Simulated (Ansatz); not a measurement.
The cluster Rb2F2. The state is a singlet with charge 0. Geometry relaxed at PBE0-D4/def2-TZVP.

```csv
atom,x (Å),y (Å),z (Å)
Rb1,-0.094,1.754,-0.716
Rb2,0.094,-1.754,0.717
F3,-1.549,0.166,0.609
F4,1.548,-0.166,-0.610
```

In the def2 sets Rb takes a core potential; there is no spin–orbit coupling. The structure comes from a short search, and lower isomers may exist.

(1) Estimate the harmonic wavenumbers at RKS PBE0-D4/def2-TZVP (Ansatz, unscaled). Is this a minimum?

## Answers

(1) 90, 102, 235, 243, 261, 282 cm⁻¹. Yes, no mode is imaginary beyond noise. Zero-point energy 7.3 kJ/mol. Hardware: 4 threads of Arm Neoverse V2 on a shared host. Wall time 7.5 s.
